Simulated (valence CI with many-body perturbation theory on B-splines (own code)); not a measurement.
The numbers below are computed, except where a source is named.
Lu XXXI: what each term of the Hamiltonian does

Method: valence CI with perturbative core correlation (CI+MBPT): five valence electrons over a frozen Dirac-Fock core [Kr], a basis of 7 s, 7 p, 8 d, 6 f, 4 g, 1 h functions for each j, with the one-electron correlation potential Σ1 (screened to all orders), the two-electron term Σ2, the three-electron term Σ3, Breit, model QED; selected single and double excitations, second order for the rest (own B-spline code, finite nucleus).

No measured spectrum was set against this ion. As an estimate, large intervals hold to a few tenths of a per cent, small ones and those within an open d or f shell to about a per cent. Only levels of the ground parity were solved; by the run's estimate the other parity begins above the list, which can be wrong where configurations are misplaced.

Each rung adds one term. CI alone is the Dirac-Coulomb CI over the frozen core; QED comes last and gives the full result, which names the levels. Energies are above (4d3/2^4 4d5/2) J=5/2 on the same rung, in eV.

Levels are named by their leading jj configuration (3d3/2^4 stands for four electrons in 3d with j = 3/2), which in mixed levels can hold well under half, so a name can repeat and another be missing. Letters in brackets count levels of one name in rising energy.

```tsv
Level	CI alone
(4d3/2^3 4d5/2^2) J=5/2 [a]	9.612
(4d3/2^3 4d5/2^2) J=7/2 [a]	14.388
(4d3/2^3 4d5/2^2) J=3/2 [a]	14.613
(4d3/2^3 4d5/2^2) J=11/2	15.537
(4d3/2^3 4d5/2^2) J=9/2	16.794
(4d3/2^3 4d5/2^2) J=5/2 [b]	17.436
(4d3/2^3 4d5/2^2) J=1/2	17.960
(4d3/2^3 4d5/2^2) J=7/2 [b]	19.701
(4d3/2^3 4d5/2^2) J=3/2 [b]	23.794
(4d3/2^2 4d5/2^3) J=5/2 [a]	23.737
(4d3/2^2 4d5/2^3) J=7/2 [a]	26.526
(4d3/2^2 4d5/2^3) J=11/2	27.427
(4d3/2^2 4d5/2^3) J=9/2 [a]	27.957
(4d3/2^2 4d5/2^3) J=1/2 [a]	28.410
(4d3/2^2 4d5/2^3) J=13/2	29.805
(4d3/2^2 4d5/2^3) J=3/2 [a]	28.992
```

Task: What do these energies become with core correlation, Breit and QED?

Result: (4d3/2^3 4d5/2^2) J=5/2 [a] 9.580 (-0.0323); (4d3/2^3 4d5/2^2) J=7/2 [a] 13.907 (-0.4811); (4d3/2^3 4d5/2^2) J=3/2 [a] 14.341 (-0.2723); (4d3/2^3 4d5/2^2) J=11/2 14.784 (-0.7527); (4d3/2^3 4d5/2^2) J=9/2 16.094 (-0.7003); (4d3/2^3 4d5/2^2) J=5/2 [b] 16.881 (-0.5552); (4d3/2^3 4d5/2^2) J=1/2 17.603 (-0.3570); (4d3/2^3 4d5/2^2) J=7/2 [b] 18.828 (-0.8721); (4d3/2^3 4d5/2^2) J=3/2 [b] 23.397 (-0.3966); (4d3/2^2 4d5/2^3) J=5/2 [a] 23.495 (-0.2412); (4d3/2^2 4d5/2^3) J=7/2 [a] 25.920 (-0.6060); (4d3/2^2 4d5/2^3) J=11/2 26.534 (-0.8936); (4d3/2^2 4d5/2^3) J=9/2 [a] 27.144 (-0.8122); (4d3/2^2 4d5/2^3) J=1/2 [a] 27.915 (-0.4952); (4d3/2^2 4d5/2^3) J=13/2 28.592 (-1.2132); (4d3/2^2 4d5/2^3) J=3/2 [a] 28.756 (-0.2361).

Task: How does the ionisation energy move along the ladder, and which term matters most?

Result: CI alone 1173.7, + Σ1 1176.2, + Σ2 1179.3, + Σ3 1179.4, + Breit 1179.1, + QED 1179.2 eV. The largest step is Σ2, 3.1 eV. NIST lists 1178 ± 4 eV (theoretical).
